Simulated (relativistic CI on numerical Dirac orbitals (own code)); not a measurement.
One change at a time: Fe XX

Base calculation: Dirac-Coulomb-Breit CI, separate exchange-only KLI orbitals for each configuration, model QED, unscaled Slater integrals.

CI space (outside the closed core 1s2): 2s2.2p3, 2s.2p4, 2p5, 2p4.3s, 2p4.3p, 2p4.3d, 2s2.2p2.3s, 2s2.2p2.3p, 2s2.2p2.3d, 2s.2p3.3s, 2s.2p3.3p, 2s.2p3.3d, 2s2.2p2.4s, 2s2.2p2.4p, 2s2.2p2.4d, 2s2.2p2.4f. Levels of other configurations are missing.

The lowest level and the first level of each name with at least 55 % of one term (blank where a level has no safe partner in the second run):

```tsv
Level	Base (cm⁻¹)	Shift (cm⁻¹)
2s2.2p3 4S°_3/2	0	0
2s2.2p3 2D°_3/2	141971	-6
2s2.2p3 2D°_5/2	180001	-130
2s2.2p3 2P°_1/2	262808	-29
2s2.2p3 2P°_3/2	325859	-265
2s.2p4 4P_5/2	754048	+3465
2s.2p4 4P_3/2	821871	+3304
2s.2p4 4P_1/2	844058	+3286
2s.2p4 2D_3/2	1052419	+3391
2s.2p4 2D_5/2	1067677	+3316
2s.2p4 2S_1/2	1207012	+3392
2s.2p4 2P_3/2	1257817	+3386
2s.2p4 2P_1/2	1354400	+3141
2p5 2P°_3/2	1977147	+6788
```

At this charge energies of transitions that change n are usually good to better than 1 %, and those within a shell (Δn = 0) to a few per cent.

**Question.** One thing was changed in a second run, which moved the levels as shown. Which?
A. QED terms removed
B. Breit term removed
C. configuration mixing switched off

**Answer.** A. QED terms removed. QED shifts follow the density of s (and p1/2) electrons at the nucleus, so configurations move by their count of such electrons; where none moves, the smaller shifts of p3/2 electrons and of j = l + 1/2 against j = l − 1/2 set the pattern.

LS names give the leading component of a level, which can be under half, so a name can repeat, a term be missing and a line seem to break the LS rules.
